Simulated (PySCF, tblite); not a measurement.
Isomers of C9H10Si. All values are computed: GFN2-xTB (tblite) harmonic vibrations without scaling, gas phase. The method is semi-empirical: single wavenumbers can be off by several per cent or more. Modes of hydrogen on silicon can be 10 to 20 % off. One conformer each.

Electronic energies: PBE0/pcSseg-1 single points on the GFN2-xTB geometries (PySCF, gas phase).

| SMILES | electronic energy, lowest = 0 (kJ/mol) |
| --- | --- |
| C=C1[SiH2][C@H]1c1ccccc1 | 193.3 |
| CC1=C[SiH2]c2ccccc21 | 0.0 |
| C#Cc1ccc(C[SiH3])cc1 | 178.8 |

Problem. How do GFN2-xTB zero-point energies change the relative energies?

Solution. 
```csv
SMILES,ZPE (kJ/mol),of it from modes above 1550 cm⁻¹,electronic (kJ/mol),"with ZPE, lowest = 0 (kJ/mol)",lowest mode (cm⁻¹),rings
CC1=C[SiH2]c2ccccc21,402.0,201.4,0.0,0.0,110,2
C#Cc1ccc(C[SiH3])cc1,387.4,202.7,178.8,164.1,46,1
C=C1[SiH2][C@H]1c1ccccc1,397.0,204.1,193.3,188.3,45,2
```

The zero-point energies span 14.6 kJ/mol, from `C#Cc1ccc(C[SiH3])cc1` to `CC1=C[SiH2]c2ccccc21`. The order is unchanged.

Problem. And how do the electronic energies of GFN2-xTB itself compare?

Solution. `CC1=C[SiH2]c2ccccc21` 0.0; `C#Cc1ccc(C[SiH3])cc1` 111.4; `C=C1[SiH2][C@H]1c1ccccc1` 173.8 kJ/mol, lowest = 0. Against the energies above, taken from the same isomer `CC1=C[SiH2]c2ccccc21`, the largest difference is 67.4 kJ/mol.

Problem. What do entropy and thermal enthalpy add at 298.15 K and 1 bar (rigid rotor, harmonic oscillator, one conformer each)?

Solution. 
| SMILES | point group | symmetry number | S (J/(mol K)) | H − H(0) (kJ/mol) | ZPE + H − H(0) − TS (kJ/mol) |
| --- | --- | --- | --- | --- | --- |
| CC1=C[SiH2]c2ccccc21 | Cs | 1 | 391.3 | 27.38 | 312.8 |
| C#Cc1ccc(C[SiH3])cc1 | Cs | 1 | 430.3 | 31.11 | 290.2 |
| C=C1[SiH2][C@H]1c1ccccc1 | C1 | 1 | 411.1 | 28.86 | 303.3 |
